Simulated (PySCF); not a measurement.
Start geometry of `[SiH3]C#[N+][GaH3-]` from a UFF structure with every atom displaced at random (by about 0.03 Å) (Å):
```
atom  x, y, z in Å
Si1    2.4777   -0.2547    0.4408
C2     0.5934   -0.0586    0.2982
N3    -0.6012    0.0329    0.1999
Ga4   -2.2997    0.1836    0.0881
H5     2.9920    1.1478    0.4944
H6     2.9282   -0.8405   -0.7747
H7     2.7975   -0.9606    1.6269
H8    -2.8506   -0.5176   -1.2731
H9    -2.8270    1.7469    0.1363
H10   -3.0857   -0.5558    1.3964
```

Problem. What comes out of this run: PySCF 2.14.0, PBE0-D3(BJ)/def2-SVP geometry optimisation, gas phase?

Solution. 
```
atom  x, y, z in Å
Si1    2.496   -0.198    0.422
C2     0.633   -0.046    0.293
N3    -0.516    0.042    0.219
Ga4   -2.653    0.195    0.095
H5     3.021    1.188    0.513
H6     2.943   -0.895   -0.810
H7     2.763   -0.988    1.650
H8    -2.831   -0.542   -1.289
H9    -2.747    1.771    0.124
H10   -2.983   -0.604    1.417
```

The energy falls by 33.6 kcal/mol over 8 energy and gradient evaluations, the largest force component goes from 0.2034 to 1.1e-04 Eh/bohr, and the atoms move by 0.130 Å rms after alignment. The bond that changes most is N3–Ga4 (ends: nitrogen bonded to C and Ga; gallium bonded to N and 3 H), which lengthens by 0.437 Å. Bonds longer at the end by more than 0.005 Å: 3 of 9; shorter: 6. Among the angles that change most is N3–Ga4–H9, from 113.5° to 97.4°. Rotational constants go from 39119, 924.3, 924.0 to 37278, 798.7, 798.7 MHz. The orientation of the end geometry is arbitrary; only internal coordinates are fixed.

The run used 108 basis functions and 52 SCF cycles in all.

Stationary, but not proved a minimum.
